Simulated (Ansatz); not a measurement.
The cluster SiB7, relaxed as a doublet with UKS PBE-D4/def2-SVP in Ansatz, starting from the GFN1-xTB geometry. Force threshold 0.02 eV/Å.

The relaxation made no stability test and no search for a lower SCF solution. The structure comes from a short search, and lower isomers may exist.

Start:

```xyz
8

B    -0.689   -1.146   -1.071
B    -0.909    0.219    1.441
B     1.540    0.166   -0.852
B     0.328    1.118    1.585
B     1.421    0.913    0.518
B     0.609   -0.679   -1.746
B    -0.184    0.235   -0.140
Si   -2.115   -0.825    0.266
```

| step | energy (eV) | largest force component (eV/Å) | SCF passes |
| --- | --- | --- | --- |
| 1 | -12587.1023 | 2.401 | 61 |
| 2 | -12587.4239 | 1.046 | 33 |
| 3 | -12587.6497 | 1.084 | 31 |
| 4 (rejected) | -12587.5453 | 0.777 | 30 |
| 5 | -12587.6996 | 0.134 | 26 |
| 6 | -12587.7013 | 0.048 | 26 |
| 7 (rejected) | -12587.7006 | 0.053 | 26 |
| 8 | -12587.7015 | 0.012 | 21 |

Force components are those of the run's own axes.

End:

Cartesian coordinates in Å:
```
B -0.752 -1.279 -0.954
B -0.959 0.040 1.480
B 1.560 0.325 -0.935
B 0.308 0.974 1.509
B 1.443 1.068 0.435
B 0.571 -0.701 -1.582
B -0.020 0.155 -0.086
Si -2.150 -0.582 0.132
```

By distances, no bond broke or formed. The bond that changes most is B6–B7, from 2.01 to 1.82 Å (atoms count from 1).

No frequencies were taken in this run, so the end may be a saddle point.

It took 13 s on 4 threads of Arm Neoverse V1 on a shared host.
